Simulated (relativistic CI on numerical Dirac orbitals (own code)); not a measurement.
**Sr3+: from the plainest model towards the measured levels**

Calculated with a relativistic CI code on KLI orbitals (one set per configuration, finite nucleus), adding one ingredient at a time: step 1, Dirac-Coulomb, each configuration alone; step 2, with Breit and QED terms; step 3, with configuration mixing; step 4, with scaled Slater integrals (0.85); step 5, with a P86 correlation estimate; step 6, tied to the ionisation limit. P86 is a density functional for the correlation energy, evaluated here for each configuration and added to its levels. Step 6 is semi-empirical: configurations made of the next ion and one excited electron move by -11146 cm⁻¹, so that their limit matches the tabulated ionisation energy, and those with a non-penetrating f or g electron also take the P86 value of the least penetrating other one.

Configurations in the expansion (outside the closed core [Ar] 3d10): 4s²4p⁵, 4s4p⁶, 4s²4p⁴4d, 4s²4p⁴5s, 4s²4p⁴5p, 4s²4p⁴6s, 4s4p⁵4d, 4s²4p⁴4f, 4s4p⁵4f, 4s²4p⁴5d, 4s²4p⁴6p, 4s²4p⁴6d, 4s²4p⁴5f, 4s²4p³4d², 4s²4p²4d³, 4s²4p²4d²5s, 4s²4p²4d²5p, 4s²4p²4d²6s, 4s4p³4d³, 4p⁵4d², 4p⁴4d³, 4p⁴4d²5s, 4p⁴4d²5p, 4p⁴4d²6s.

Computed minus measured energy above the ground level, in cm⁻¹, for 13 of the 54 excited levels that pair in every step (one J of a term; a digit in brackets numbers repeated terms):

```csv
Configuration,Term,J,Measured,Step 1,Step 2,Step 3,Step 4,Step 5,Step 6
4s²4p⁵,2P°,1/2,9728,243,76,-191,-143,-141,-141
4s4p⁶,2S,1/2,150504,38578,38235,6320,11172,12231,8282
4s²4p⁴4d,4D,7/2,187160,-5774,-6043,3938,5873,8128,-2908
4s²4p⁴4d,4F,9/2,197060,-4265,-4503,5177,5245,7497,-3527
4s²4p⁴4d,4P,1/2,204744,-3390,-3618,8487,7063,9308,-1691
4s²4p⁴4d,2G,9/2,215188,-1559,-1924,7348,5544,7798,-3220
4s²4p⁴5s,2[2],5/2,228654,-4573,-4607,4468,3644,9380,-1638
4s²4p⁴5s,2[1],3/2,238218,-3578,-3723,4925,3755,9478,-1536
4s²4p⁴5p,2[1]°,3/2,267529,-5696,-5780,2477,2155,8448,-2560
4s²4p⁴5p,2[2]°,5/2,267537,-6009,-6109,2206,2043,8337,-2674
4s²4p⁴5p,2[3]°,7/2,271249,-5778,-5879,2449,1726,8022,-2992
4s²4p⁴5p,2[0]°,1/2,276055,-4933,-5115,2990,2280,8575,-2431
4s4p⁵4d,4P°,1/2,334268,16784,16270,-3646,5290,8136,8199
```

Mean absolute errors in cm⁻¹, over all paired levels and for the configurations:

| Configuration, levels | Step 1 | Step 2 | Step 3 | Step 4 | Step 5 | Step 6 |
| --- | --- | --- | --- | --- | --- | --- |
| all, 54 | 5096 | 5190 | 6036 | 4295 | 8409 | 2776 |
| 4s²4p⁵, 1 | 243 | 76 | 191 | 143 | 141 | 141 |
| 4s4p⁶, 1 | 38578 | 38235 | 6320 | 11172 | 12231 | 8282 |
| 4s²4p⁴4d, 24 | 4437 | 4573 | 8366 | 6293 | 8582 | 2440 |
| 4s²4p⁴5s, 5 | 2755 | 2867 | 5782 | 3935 | 9601 | 1412 |
| 4s²4p⁴5p, 21 | 3900 | 4038 | 3933 | 1873 | 8170 | 2834 |
| 4s4p⁵4d, 2 | 17083 | 16521 | 3589 | 5288 | 8089 | 8182 |

Measured levels: Sansonetti, J. Phys. Chem. Ref. Data 41, 013102 (2012).

Q: What does each ingredient do to the ground and the excited configurations, and where is the model closest to experiment?

A: The Breit and QED terms change the top of the ground term (measured 9728) from 9971 to 9804. Mixing lowers the ground level by 16565, with 4s²4p³4d² as its largest admixture; relative to it the configurations that move most are 4s4p⁶ by -31915, 4s4p⁵4d by -20110, 4s²4p⁴4d by +9162. Configurations whose own partners of that kind are not in the list rise by much of that lowering, so a short list can trade one imbalance for another. The P86 estimate moves 4s²4p⁴5p by +6301, 4s²4p⁴5s by +5666, 4s4p⁵4d by +2801, and takes the mean absolute error of the excited configurations from 4374 to 8565; it adds to levels that were already too high. Step 6 takes that error from 8565 to 2826; the error more than halves for 4s²4p⁴4d, 4s²4p⁴5s, 4s²4p⁴5p. The mean absolute error is lowest at step 6 (2776 cm⁻¹), and the largest single drop is from step 5 to 6 (8409 to 2776).
